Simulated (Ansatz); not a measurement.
System: tribromo(chloro)silane, sum formula SiBr3Cl, net charge 0, singlet state. SMILES: Cl[Si](Br)(Br)Br
Geometry: optimised at B3LYP-D3(BJ)/def2-TZVP (Ansatz, a program for electronic structure).

Computed values are from Ansatz. Valence correlation only, unless marked. UHF or UKS for open shells. No spin-orbit coupling. Frozen are the shells of the preceding noble gas and the d and f shells that filled before the atom's block. No relativistic terms. Basis-set limits of correlation are two-point, X^-3; Hartree-Fock from the larger set. [CCSD(T)-MP2]/basis is that difference in the basis named.

| Item | Result |
|---|---|
| atomisation energy De | 340.7 kcal/mol at RI-MP2/CBS(def2-TZVPPD,def2-QZVPPD)+[CCSD(T)-MP2]/def2-TZVPPD |
| total energy | -8467.0925 Eh at RI-MP2/CBS(def2-TZVPPD,def2-QZVPPD)+[CCSD(T)-MP2]/def2-TZVPPD |
| dipole moment | 0.18 D at CCSD(T)/def2-SVPD |
| T1 diagnostic | 0.010 at CCSD/def2-TZVPPD |
